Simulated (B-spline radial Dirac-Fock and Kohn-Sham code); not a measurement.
Model: ΔSCF Dirac-Fock with Breit, self-energy and vacuum polarisation, finite nucleus, configuration average. Program: a radial finite-basis atomic code. Free neutral atoms.

Problem. Order these X-ray lines by photon energy, lowest first.
A. Ca Lβ3
B. Pm Mζ2
C. Ce Mζ2
D. V Lβ4
E. Co Lβ6
F. Fe Lη

Solution. A (416.3 eV), D (589.5 eV), F (624.6 eV), C (666.0 eV), B (781.2 eV), E (787.0 eV).

Values without a named source are computed, but for edge energies of neutral atoms, which are taken from tables.
